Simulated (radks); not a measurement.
Species: Er XXXVIII. Configuration: [Ar] 3d10 4s2 4p0.75 5p0.25 (fractional occupations, a model configuration). Calculated with a radial shooting solver on a logarithmic mesh with Libxc functionals: scalar-relativistic Kohn-Sham, PBE, spin-polarised, spherical densities, point nucleus; open shells are filled with parallel spins first (spin-orbit coupling, left out, can overturn this in heavy ions).

Local quantities along the radius. ELF = 1/(1 + alpha^2) is the electron localisation function; alpha = (tau - tau_W)/tau_unif compares the Pauli kinetic energy density with that of the uniform gas (summed over spins); 4 pi r^2 rho is in e/bohr. tau is taken from the large components.

r (bohr),ELF,alpha,4 pi r^2 rho
0.0008358,0.999,0.02256,4.007
0.0009499,0.999,0.02277,4.926
0.00108,0.999,0.02309,6.043
0.001227,0.999,0.02354,7.395
0.001395,0.999,0.02413,9.024
0.001585,0.999,0.02490,10.98
0.001802,0.999,0.02587,13.31
0.002048,0.999,0.02709,16.07
0.002327,0.999,0.02860,19.31
0.002645,0.999,0.03050,23.08
0.003006,0.999,0.03285,27.43
0.003417,0.999,0.03580,32.38
0.003883,0.998,0.03951,37.93
0.004413,0.998,0.04423,44.05
0.005016,0.997,0.05031,50.65
0.005747,0.997,0.05879,58.05
0.006531,0.995,0.06944,65.15
0.007423,0.993,0.08380,72.09
0.008437,0.989,0.1035,78.52
0.009589,0.983,0.1312,84.05
0.0109,0.972,0.1707,88.27
0.01239,0.951,0.2281,90.84
0.01408,0.911,0.3127,91.56
0.016,0.840,0.4370,90.46
0.01819,0.725,0.6153,87.88
0.02067,0.578,0.8541,84.56
0.02349,0.439,1.130,81.54
0.0267,0.349,1.365,80.07
0.03035,0.323,1.449,81.31
0.03449,0.360,1.334,85.93
0.0392,0.454,1.096,93.78
0.04455,0.577,0.8558,103.6
0.05063,0.683,0.6811,113.0
0.05755,0.743,0.5877,119.4
0.06541,0.751,0.5752,120.3
0.07434,0.701,0.6534,115.2
0.08449,0.583,0.8466,105.4
0.09603,0.431,1.150,94.82
0.1091,0.334,1.411,87.83
0.124,0.346,1.376,87.37
0.141,0.463,1.077,92.83
0.1602,0.623,0.7785,99.76
0.1821,0.735,0.6004,101.9
0.207,0.778,0.5346,94.77
0.2352,0.755,0.5704,78.38
0.2674,0.644,0.7443,57.44
0.3039,0.431,1.150,38.21
0.3482,0.241,1.777,24.06
0.3957,0.214,1.918,16.56
0.4497,0.328,1.433,12.06
0.5111,0.468,1.065,8.394
0.5809,0.352,1.357,5.111
0.6603,0.105,2.915,2.714
0.7504,0.035,5.223,1.379
0.8529,0.034,5.316,0.7379
0.9694,0.049,4.405,0.3875
1.102,0.042,4.799,0.1685
1.252,0.016,7.891,0.05368
1.423,0.003,18.73,0.01170
1.617,0.000,61.89,0.001660
1.838,0.000,285.2,0.0001463

On this mesh the ELF has minima near r = 0.030, 0.11, 0.40 bohr, which separate the shells, and maxima near 0.065 (0.75), 0.21 (0.78), 0.51 (0.47).
